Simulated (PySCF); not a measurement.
```xyz
4
charge 0 multiplicity 1, angstrom
Ag    0.0000    0.0000   -0.5913
I     0.0000    0.0000    2.0335
I     2.5833    0.0000   -0.7677
I    -2.5833    0.0000   -0.7677
```

Computed with PySCF, PBE0, basis Ag def2-SVP with ECP28, I def2-SVP with ECP28 (scalar-relativistic core potentials, no spin–orbit coupling, density fitting).

This geometry of AgI₃ is a stationary point at this level.

(1) What is the point group?

(2) Is it a minimum?

(3) List the harmonic modes with their infrared intensities.

(4) What are the dipole moment and the gap between the highest occupied and lowest empty levels?

Answers

(1) C2v.

(2) No: it has 1 imaginary mode, at 36i cm⁻¹ (b2).

(3) 
```
symmetry  ω (cm⁻¹)  IR (km/mol)
      b2       36i            –
      a1        52          0.0
      b1        63          0.6
      a1       141          0.1
      a1       189          0.0
      b2       248         10.6
```

(4) 0.01 D and 1.45 eV.

Stability towards spin polarisation was not tested. This need not be the most stable arrangement of these atoms. At this level a singlet minimum of C2v symmetry lies 41 kJ/mol below this structure. The small gap makes a closed-shell description doubtful.
